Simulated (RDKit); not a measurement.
Relaxed torsion scan: C₄H₁₀OSi₂, SMILES C=C[SiH2][SiH2]C(C)=O. Scanned: dihedral C1–C2–Si3–Si4 and dihedral C2–Si3–Si4–C5; all other coordinates were relaxed at GFN2-xTB. GFN2-xTB can order the conformers of Si and Ge chains otherwise than DFT does. Points at φ and −φ are mirror images.

Atom numbering (GFN2-xTB optimised geometry, Å):
```
17

C      2.2980     1.2957    -0.2983
C      2.5194     0.1073     0.2427
Si     1.2518    -1.2825     0.3515
Si    -0.5935    -0.9053    -0.9966
C     -1.5389     0.6374    -0.3470
C     -2.6913     0.4153     0.5950
O     -1.1758     1.7481    -0.6685
H      1.3467     1.5644    -0.7296
H      3.0550     2.0658    -0.3302
H      3.4994    -0.0901     0.6637
H      1.9342    -2.5316    -0.0220
H      0.8820    -1.4368     1.7711
H     -1.5723    -2.0033    -0.9825
H     -0.2940    -0.6122    -2.3999
H     -3.0830     1.3582     0.9712
H     -3.4754    -0.1205     0.0635
H     -2.3624    -0.2101     1.4227
```

Computed with MMFF94 // GFN2-xTB (RDKit 2026.03.6).

Energy in kcal/mol above the lowest grid point; x is the dihedral C1–C2–Si3–Si4 (°), y the dihedral C2–Si3–Si4–C5 (°).

```
y \ x  -150  -120  -90  -60  -30    0   30   60   90  120  150  180
-----  ----  ----  ---  ---  ---  ---  ---  ---  ---  ---  ---  ---
180     1.2   0.9  0.1  1.6  3.0  3.9  3.0  1.6  0.1  0.9  1.2  1.5
150     1.6   0.4  0.6  2.1  3.3  3.9  3.4  2.1  1.5  1.3  1.6  1.8
120     1.4   1.1  1.3  2.5  3.9  4.2  2.9  2.0  1.5  2.0  1.7  1.7
90      0.9   0.5  0.6  1.6  2.2  2.9  2.2  1.3  0.9  0.5  0.7  1.3
60      0.5   0.2  0.2  0.5  1.9  2.4  2.0  0.7  0.0  0.0  0.0  0.3
30      0.9   1.0  0.7  1.1  3.2  4.0  2.7  1.9  0.7  0.5  1.2  1.1
0       1.5   1.3  1.6  2.1  3.7  5.3  3.7  2.1  1.6  1.3  1.5  2.1
-30     1.2   0.5  0.7  1.9  2.7  4.0  3.2  1.1  0.7  1.0  0.9  1.1
-60     0.0   0.0  0.0  0.7  2.0  2.4  1.9  0.5  0.2  0.2  0.5  0.3
-90     0.7   0.5  0.9  1.3  2.2  2.9  2.2  1.6  0.6  0.5  0.9  1.3
-120    1.7   2.0  1.5  2.0  2.9  4.2  3.9  2.5  1.3  1.1  1.4  1.7
-150    1.6   1.3  1.5  2.1  3.4  3.9  3.3  2.1  0.6  0.4  1.6  1.8
```

Points that lie below all their neighbours on the grid: x = -150, y = -60 (0.0 kcal/mol); x = 150, y = 60 (0.0 kcal/mol); x = -90, y = 180 (0.1 kcal/mol); x = 90, y = 180 (0.1 kcal/mol); x = -90, y = 60 (0.2 kcal/mol); x = 90, y = -60 (0.2 kcal/mol). The lowest path on the grid from the first to the second passes x = 120, y = 0 at 1.3 kcal/mol.

MMFF94 has few fitted parameters for silicon.
